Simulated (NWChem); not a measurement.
System: C₂H₇FOSi; SMILES CCO[SiH2]F

NWChem input:

```
start job
memory heap 200 mb stack 900 mb global 1100 mb
geometry units angstroms noautosym nocenter noautoz
  Si     0.520226     1.231425    -0.018724
  F     -0.853226     2.095913    -0.050353
  O      0.219969    -0.319758     0.435401
  C     -0.448863    -1.299694    -0.332193
  C     -0.115339    -2.673864     0.197294
  H      1.072612     1.277566    -1.401119
  H      1.413393     1.813380     1.008342
  H     -0.157287    -1.219121    -1.397586
  H     -1.538569    -1.123946    -0.283066
  H     -0.416362    -2.763171     1.251556
  H     -0.639381    -3.449194    -0.381697
  H      0.966747    -2.862202     0.133787
end
basis spherical
  Si library 6-31g*
  F library 6-31g*
  O library 6-31g*
  C library 6-31g*
  H library 6-31g*
end
dft
  xc m06-2x
  iterations 150
end
cosmo
  do_cosmo_smd true
  solvent water
end
task dft energy
```

Output (shortened):

```
             Northwest Computational Chemistry Package (NWChem) 7.3.0
             --------------------------------------------------------

                             Geometry "geometry" -> ""
                             -------------------------

 Output coordinates in angstroms (scale by  1.889725989 to convert to a.u.)

  No.       Tag          Charge          X              Y              Z
 ---- ---------------- ---------- -------------- -------------- --------------
    1 Si                  14.0000     0.52022600     1.23142500    -0.01872400
    2 F                    9.0000    -0.85322600     2.09591300    -0.05035300
    3 O                    8.0000     0.21996900    -0.31975800     0.43540100
    4 C                    6.0000    -0.44886300    -1.29969400    -0.33219300
    5 C                    6.0000    -0.11533900    -2.67386400     0.19729400
    6 H                    1.0000     1.07261200     1.27756600    -1.40111900
    7 H                    1.0000     1.41339300     1.81338000     1.00834200
    8 H                    1.0000    -0.15728700    -1.21912100    -1.39758600
    9 H                    1.0000    -1.53856900    -1.12394600    -0.28306600
   10 H                    1.0000    -0.41636200    -2.76317100     1.25155600
   11 H                    1.0000    -0.63938100    -3.44919400    -0.38169700
   12 H                    1.0000     0.96674700    -2.86220200     0.13378700

 Effective nuclear repulsion energy (a.u.)     244.1113863898

                                 NWChem DFT Module
                                 -----------------

 Summary of "ao basis" -> "ao basis" (spherical)
 ------------------------------------------------------------------------------
       Tag                 Description            Shells   Functions and Types
 ---------------- ------------------------------  ------  ---------------------
 Si                          6-31g*                  8       18   4s3p1d
 F                           6-31g*                  6       14   3s2p1d
 O                           6-31g*                  6       14   3s2p1d
 C                           6-31g*                  6       14   3s2p1d
 H                           6-31g*                  2        2   2s

 in cosmo_initialize ...
 calling solv_data for solv:h2o

 solvent parameters
 solvname_short: h2o
 solvname_long:  water
 dielec:       78.4000
 dielecinf:     1.7769
 aqueous SMD model solvent descriptors
 dielec:       78.4000
 sola:          0.8200

          ---------------
          -cosmo- solvent
          ---------------
 Cosmo: York-Karplus, doi: 10.1021/jp992097l
 dielectric constant -eps-     =  78.40
 screen = (eps-1)/(eps    )    =   0.98724
 surface charge correction     = lagrangian

   van der Waals surface
 --------------------------

 ---------- ATOMIC COORDINATES (A.U.) ------------ VDWR(ANG.) --
     1    0.98308459    2.32705583   -0.03538323     2.470
     2   -1.61236335    3.96070127   -0.09515337     1.730
     3    0.41568114   -0.60425500    0.82278859     1.520
     4   -0.84822808   -2.45606553   -0.62775375     1.850
     5   -0.21795911   -5.05287029    0.37283160     1.850
     6    2.02694277    2.41424967   -2.64773099     1.200
     7    2.67092548    3.42679131    1.90549008     1.200
     8   -0.29722933   -2.30380464   -2.64105459     1.200
     9   -2.90747382   -2.12394997   -0.53491718     1.200
    10   -0.78681009   -5.22163605    2.36509790     1.200
    11   -1.20825489   -6.51803154   -0.72130274     1.200
    12    1.82688693   -5.40877750    0.25282077     1.200
 number of segments per atom =        128
 number of   points per atom =        128
 atom (   nspa,  nppa )
 ----------------------
    1 (     87,     0 )       0
    2 (     67,     0 )       0
    3 (     23,     0 )       0
    4 (     36,     0 )       0
    5 (     62,     0 )       0
    6 (     33,     0 )       0
    7 (     33,     0 )       0
    8 (     49,     0 )       0
    9 (     54,     0 )       0
   10 (     53,     0 )       0
   11 (     56,     0 )       0
   12 (     53,     0 )       0
 number of -cosmo- surface points =      606
 molecular surface =    129.496 angstrom**2
 molecular volume  =    109.316 angstrom**3
 -lineq- algorithm             =   0
 -bem- low  level              =   3
 -bem- from -octahedral-
 gaussian surface charge width =   4.50000
 degree of switching           =   1.00000
 switching function tolerance  =   0.00010
 atomic radii =
 --------------
    1 14.000  2.470
    2  9.000  1.730
    3  8.000  1.520
    4  6.000  1.850
    5  6.000  1.850
    6  1.000  1.200
    7  1.000  1.200
    8  1.000  1.200
    9  1.000  1.200
   10  1.000  1.200
   11  1.000  1.200
   12  1.000  1.200
 ...... end of -cosmo- initialization ......

 nat:                    12
 ixmem:                  7844
 calling mnsol_interface()
 G(SMD-CDS) energy (kcal/mol)  =     3.532
 SMD-CDS SASA (angstrom**2)    =   158.955

            General Information
            -------------------
          SCF calculation type: DFT
          Wavefunction type:  closed shell.
          No. of atoms     :    12
          No. of electrons :    50
           Alpha electrons :    25
            Beta electrons :    25
          Charge           :     0
          Spin multiplicity:     1
          Use of symmetry is: off; symmetry adaption is: off
          Maximum number of iterations: 150
          AO basis - number of functions:    88
                     number of shells:    46
          Convergence on energy requested:  1.00D-06
          Convergence on density requested:  1.00D-05
          Convergence on gradient requested:  5.00D-04

              XC Information
              --------------
                       M06-2X Method XC Functional
                     Hartree-Fock (Exact) Exchange  0.540
                        M06-2X Exchange Functional  1.000
                      M06-2X Correlation Potential  1.000

             Grid Information
             ----------------
          Grid used for XC integration:  medium
          Radial quadrature: Mura-Knowles
          Angular quadrature: Lebedev.
          Tag              B.-S. Rad. Rad. Pts. Rad. Cut. Ang. Pts.
          ---              ---------- --------- --------- ---------
          Si                  1.10       88          11.0       590
          F                   0.50       49          13.0       434
          O                   0.60       49           9.0       434
          C                   0.70       49          12.0       434
          H                   0.35       45          13.0       434
          Grid pruning is: on
          Number of quadrature shells:   599
          Spatial weights used:  Erf1

      Superposition of Atomic Density Guess
      -------------------------------------

 Sum of atomic energies:        -541.75212785

      Non-variational initial energy
      ------------------------------

 Total energy =    -543.895149
 1-e energy   =   -1232.703022
 2-e energy   =     444.696486
 HOMO         =      -0.359438
 LUMO         =       0.077912

   convergence    iter        energy       DeltaE   RMS-Dens  Diis-err
 ---------------- ----- ----------------- --------- --------- ---------
     COSMO gas phase
 d= 0,ls=0.0,diis     1   -544.8302838361 -7.89D+02  1.14D-02  7.50D-01
 d= 0,ls=0.0,diis     2   -544.8496592206 -1.94D-02  5.04D-03  8.11D-01
 d= 0,ls=0.0,diis     3   -544.9182060315 -6.85D-02  7.66D-04  8.35D-03
 d= 0,ls=0.0,diis     4   -544.9189061471 -7.00D-04  2.98D-04  1.34D-03
 d= 0,ls=0.0,diis     5   -544.9190378375 -1.32D-04  7.71D-05  1.49D-04
  Resetting Diis
 d= 0,ls=0.0,diis     6   -544.9190512638 -1.34D-05  1.95D-05  5.61D-06
 d= 0,ls=0.0,diis     7   -544.9190517984 -5.35D-07  9.23D-06  6.49D-07

   convergence    iter        energy       DeltaE   RMS-Dens  Diis-err
 ---------------- ----- ----------------- --------- --------- ---------
     COSMO solvation phase
 d= 0,ls=0.0,diis     1   -544.9188946190  1.57D-04  1.13D-03  2.58D-03
 d= 0,ls=0.0,diis     2   -544.9195085065 -6.14D-04  2.42D-04  7.48D-04
 d= 0,ls=0.0,diis     3   -544.9195652031 -5.67D-05  1.33D-04  2.33D-04
 d= 0,ls=0.0,diis     4   -544.9195891824 -2.40D-05  3.39D-05  7.21D-06
 d= 0,ls=0.0,diis     5   -544.9195900662 -8.84D-07  9.89D-06  1.27D-06

         Total DFT energy =     -544.919590066236
      One electron energy =    -1237.108511154260
           Coulomb energy =      501.237157930635
    Exchange-Corr. energy =      -53.443325758035
 Nuclear repulsion energy =      244.111386389808

             COSMO energy =        0.283702525616

 Numeric. integr. density =       50.000006017066

                                COSMO-SMD solvation results
                                ---------------------------

             internal energy in gas <Psi(g)|H|Psi(g)> =      -544.919051798359
         internal energy in solvent <Psi(s)|H|Psi(s)> =      -544.918212694078
                               delta internal energy  =         0.000839104281 (    0.53 kcal/mol)
   total free energy in solvent <Psi(s)|H+V/2|Psi(s)> =      -544.925218424460
 polarization energy contribution <Psi(s)|V/2|Psi(s)> =        -0.007005730382 (   -4.40 kcal/mol)
    total free energy in solvent including G(SMD-CDS) =      -544.919590066236
                       G(SMD-CDS) energy contribution =         0.005628358224 (    3.53 kcal/mol)
     1 M fixed-concentration free energy of solvation =        -0.000538267877 (   -0.34 kcal/mol)

                       DFT Final Molecular Orbital Analysis
                       ------------------------------------

 Vector   23  Occ=2.000000D+00  E=-4.027296D-01
              MO Center=  4.5D-01,  2.0D-01, -6.5D-03, r^2= 5.2D+00
   Bfn.  Coefficient  Atom+Function         Bfn.  Coefficient  Atom+Function
  ----- ------------  ---------------      ----- ------------  ---------------
     9      0.266456   1 Si pz               78      0.252112   7 H  s
    76     -0.216832   6 H  s                77      0.195098   7 H  s
    64     -0.175952   5 C  py               51     -0.165765   4 C  pz
    75     -0.164400   6 H  s                50      0.162881   4 C  py
    23     -0.155574   2 F  pz               36     -0.138609   3 O  py

 Vector   24  Occ=2.000000D+00  E=-3.816841D-01
              MO Center=  2.2D-01, -3.1D-01, -4.1D-03, r^2= 3.6D+00
   Bfn.  Coefficient  Atom+Function         Bfn.  Coefficient  Atom+Function
  ----- ------------  ---------------      ----- ------------  ---------------
    37      0.294074   3 O  pz               41      0.224813   3 O  pz
    64     -0.205093   5 C  py                9     -0.197592   1 Si pz
    36     -0.198217   3 O  py               76      0.196679   6 H  s
    35      0.195025   3 O  px               78     -0.166463   7 H  s
    39      0.157420   3 O  px               51     -0.153781   4 C  pz

 Vector   25  Occ=2.000000D+00  E=-3.632454D-01
              MO Center= -1.2D-01, -7.1D-01, -5.8D-02, r^2= 2.6D+00
   Bfn.  Coefficient  Atom+Function         Bfn.  Coefficient  Atom+Function
  ----- ------------  ---------------      ----- ------------  ---------------
    35      0.357329   3 O  px               39      0.290942   3 O  px
    37     -0.261228   3 O  pz               41     -0.216252   3 O  pz
    49     -0.216191   4 C  px               82      0.197613   9 H  s
    80     -0.192782   8 H  s                81      0.187596   9 H  s
    79     -0.163776   8 H  s                76     -0.156927   6 H  s

 Vector   26  Occ=0.000000D+00  E= 7.123306D-02
              MO Center=  7.1D-01,  1.3D+00, -7.4D-02, r^2= 4.4D+00
   Bfn.  Coefficient  Atom+Function         Bfn.  Coefficient  Atom+Function
  ----- ------------  ---------------      ----- ------------  ---------------
    12      0.854737   1 Si py               11     -0.670376   1 Si px
    24     -0.469586   2 F  s                38      0.346010   3 O  s
    66      0.209796   5 C  s                 8      0.205202   1 Si py
    39      0.205753   3 O  px                7     -0.168139   1 Si px
    82      0.149499   9 H  s                35      0.142352   3 O  px

 Vector   27  Occ=0.000000D+00  E= 8.369772D-02
              MO Center=  1.3D-01,  9.2D-01,  9.7D-03, r^2= 4.8D+00
   Bfn.  Coefficient  Atom+Function         Bfn.  Coefficient  Atom+Function
  ----- ------------  ---------------      ----- ------------  ---------------
    11      0.838986   1 Si px               12      0.710269   1 Si py
    38      0.602837   3 O  s                52      0.495284   4 C  s
    78     -0.288621   7 H  s                10     -0.275932   1 Si s
    13     -0.268929   1 Si pz               76     -0.262894   6 H  s
    24      0.227891   2 F  s                82     -0.210315   9 H  s

 Vector   28  Occ=0.000000D+00  E= 1.483633D-01
              MO Center=  4.5D-03,  1.6D-01, -3.2D-01, r^2= 6.2D+00
   Bfn.  Coefficient  Atom+Function         Bfn.  Coefficient  Atom+Function
  ----- ------------  ---------------      ----- ------------  ---------------
    13      1.317739   1 Si pz               52      1.254187   4 C  s
    76      0.836349   6 H  s                80     -0.757908   8 H  s
    78     -0.739749   7 H  s                68     -0.362403   5 C  py
    82     -0.362864   9 H  s                88     -0.361040  12 H  s
    38     -0.279103   3 O  s                55     -0.263535   4 C  pz

     Multipole analysis of the density
     ---------------------------------

     L   x y z        total         alpha         beta         nuclear
     -   - - -        -----         -----         ----         -------
     0   0 0 0     -0.000000    -25.000000    -25.000000     50.000000

     1   1 0 0      0.232211      1.363492      1.363492     -2.494773
     1   0 1 0     -0.598047     -1.600163     -1.600163      2.602279
     1   0 0 1     -0.500290     -1.089862     -1.089862      1.679434

     2   2 0 0    -27.699438    -47.906058    -47.906058     68.112678
     2   1 1 0      3.051950     -5.804126     -5.804126     14.660202
     2   1 0 1     -0.165050     -4.018844     -4.018844      7.872639
     2   0 2 0    -27.525087   -281.610461   -281.610461    535.695835
     2   0 1 1      0.909974      6.570991      6.570991    -12.232008
     2   0 0 2    -28.027688    -30.410791    -30.410791     32.793894
```

Level: M06-2X/6-31G* (spherical d), SMD on the gas-phase geometry. Coordinates come from a PBE0/def2-SVP optimisation. No frequency run checked for a minimum. Solvent: water.
